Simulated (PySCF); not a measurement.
An unknown is described by computed data only.

Formula: C7H6ClOP.

- Rotational structure: rotational constants A, B, C: 1.265, 1.003, 0.591 GHz [PBE0-D3(BJ)/def2-SVP]
- UV, strongest line: among the 10 lowest singlet transitions: S7 at 5.59 eV (222 nm, f = 0.319) [TDDFT wB97X-D/def2-SVPD]
- Dipole: 3.68 D [wB97X-D/def2-SVPD]
- 1H NMR: chemical shifts (computed TMS as zero) by class: 8.80 (1 H), 7.84 (1 H), 7.53 (1 H), 2.59 (3 H) ppm [GIAO CAM-B3LYP/pcSseg-1]
- 13C NMR: chemical shifts (computed TMS as zero) by class: 209.2 (1 C), 185.2 (1 C), 169.8 (1 C), 151.5 (1 C), 145.3 (1 C), 140.5 (1 C), 32.3 (1 C) ppm [GIAO CAM-B3LYP/pcSseg-1]
- Valence photoelectron: vertical ionisation energy: 9.24 eV [ΔSCF wB97X-D/def2-SVPD]
- Triplet: lowest triplet excitation (Tamm–Dancoff): 3.13 eV [TDA wB97X-D/def2-SVPD]

Gas-phase values; electronic properties from PySCF, density fitting. Levels stand in brackets. Isolated species at its PBE0-D3(BJ)/def2-SVP geometry (one conformer only). NMR values are class means; diastereotopic atoms form classes of their own.

Task: Propose a structure and show how it fits.

Result: Numbering: `[CH3:1][C:2](=[O:3])[c:4]1[p:5][cH:6][cH:7][cH:8][c:9]1[Cl:10]`. 7 carbons fall into 7 classes; from least to most shielded: ketone carbonyl carbon [C2] (209.2 ppm), substituted aromatic carbon [C4] (185.2 ppm), aromatic CH carbon [C6] (169.8 ppm), aromatic C–Cl carbon [C9] (151.5 ppm), aromatic CH carbon [C7] (145.3 ppm), aromatic CH carbon [C8] (140.5 ppm), methyl carbon next to a carbonyl [C1] (32.3 ppm). Hydrogen classes from least to most shielded: 1 H on an aromatic CH carbon, C6 (8.80 ppm), 1 H on an aromatic CH carbon, C7 (7.84 ppm), 1 H on an aromatic CH carbon, C8 (7.53 ppm), 3 H on a methyl carbon next to a carbonyl, C1 (2.59 ppm). The first electron is taken from the HOMO, whose largest Löwdin shares are 0.22 on the phosphorus bonded to 2 C, 0.17 on an aromatic CH carbon, 0.14 on an aromatic CH carbon and 0.14 on the ketone oxygen. The optimised geometry has point group C1 and is an asymmetric top. Structure: `CC(=O)c1pcccc1Cl`. Computed isomers that give other values at the same levels: `Cc1cpc(Cl)cc1C=O` (rotational constant A: 1.394 GHz; this holds for the one conformer computed); `Cc1cc(Cl)pc(C=O)c1` (rotational constant A: 1.443 GHz; this holds for the one conformer computed). The assignments are read from this structure; whether some other isomer fits the data as well wasn't checked.

The values belong to the conformer `[CH3:1][C:2](=[O:3])[c:4]1[p:5][cH:6][cH:7][cH:8][c:9]1[Cl:10]`: C1–C2–C4–P5 -134°.
